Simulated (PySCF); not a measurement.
Ta(O)(OH)2(NH2) (H4NO3Ta), SMILES [NH2][Ta](=[O])([OH])[OH], multiplicity 1. Atoms are numbered in the order given.

```xyz
9

Ta     0.0190     0.0238     0.0000
O     -0.0823     1.7637     0.0000
O      0.9297    -0.6261     1.5757
H      1.2330    -0.1552     2.3697
O      0.9297    -0.6261    -1.5757
H      1.2330    -0.1552    -2.3697
N     -1.8830    -0.5727     0.0000
H     -2.6999     0.0448     0.0000
H     -2.1893    -1.5517     0.0000
```

Geometry: PBE-D3(BJ)/def2-SVP. The multiplicity is an assumed one; other spin states were not compared. The def2 effective core potentials stand for the cores of Ta; spin–orbit coupling is left out. Other conformers were not sampled.

These are PySCF 2.14.0 with PBE-D3(BJ)/def2-SVP values and carry that method's errors.

Frequencies are harmonic and unscaled.

Computed normal modes with their intensities:
| mode | ν (cm⁻¹) | IR (km/mol) | moving atoms (share of kinetic energy) |
|---|---|---|---|
| 1 | 168 | 0.5 | O 32 %, H 30 %, N 26 %, Ta 12 % |
| 2 | 171 | 3.5 | O 51 %, H 26 %, Ta 13 %, N 9 % |
| 3 | 175 | 5.0 | O 56 %, H 22 %, Ta 13 %, N 9 % |
| 4 | 181 | 8.9 | O 63 %, H 21 %, N 16 % |
| 5 | 205 | 6.5 | O 68 %, H 16 %, N 16 % |
| 6 | 310 | 43.0 | H 80 %, O 19 % |
| 7 | 326 | 180.6 | H 69 %, O 28 % |
| 8 | 341 | 0.5 | H 90 %, O 10 % |
| 9 | 432 | 236.3 | H 79 %, N 20 % |
| 10 | 481 | 201.2 | H 79 %, O 20 % |
| 11 | 486 | 63.9 | H 65 %, O 34 % |
| 12 | 574 | 9.2 | H 77 %, N 19 % |
| 13 | 662 | 96.8 | N 74 %, H 14 %, Ta 11 % |
| 14 | 685 | 52.6 | O 81 %, H 11 % |
| 15 | 692 | 92.9 | O 70 %, H 16 %, Ta 14 % |
| 16 | 957 | 113.6 | O 91 %, Ta 8 % |
| 17 | 1462 | 27.5 | H 90 %, N 10 % |
| 18 | 3472 | 62.1 | H 96 % |
| 19 | 3569 | 35.8 | H 92 %, N 8 % |
| 20 | 3791 | 277.2 | H 94 % |
| 21 | 3794 | 79.0 | H 94 % |
